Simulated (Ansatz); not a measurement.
TiClF₃. Total charge 0; singlet. Geometry PBE-D4/def2-SVP, basis def2-TZVP, Ansatz.

```xyz
5

Ti   -0.009   -0.067   -0.048
Cl    0.241    1.702    1.220
F     0.743   -1.444    0.702
F     0.727    0.207   -1.600
F    -1.702   -0.398   -0.274
```

| run | HOMO (eV) | LUMO (eV) |
| --- | --- | --- |
| A | -9.94 | -3.74 |
| B | -10.22 | -3.46 |
| C | -11.57 | -2.42 |
| D | -12.61 | -1.18 |
| E | -8.72 | -4.30 |
| F | -8.64 | -4.20 |

B3LYP takes the VWN-RPA correlation.

Task: The runs used B3LYP, BHLYP, PBE, PBE0, revPBE, ωB97X-V. Estimate which is which.

Result: A B3LYP (20 % exact exchange); B PBE0 (25 % exact exchange); C BHLYP (50 % exact exchange); D ωB97X-V (range-separated); E PBE (0 % exact exchange); F revPBE (0 % exact exchange). Exact exchange lowers occupied and raises empty levels; among semilocal functionals meta-GGAs tend to open the gap a little, and such runs are hard to tell apart. The gap grows from 4.42 eV (PBE) to 11.43 eV (ωB97X-V).
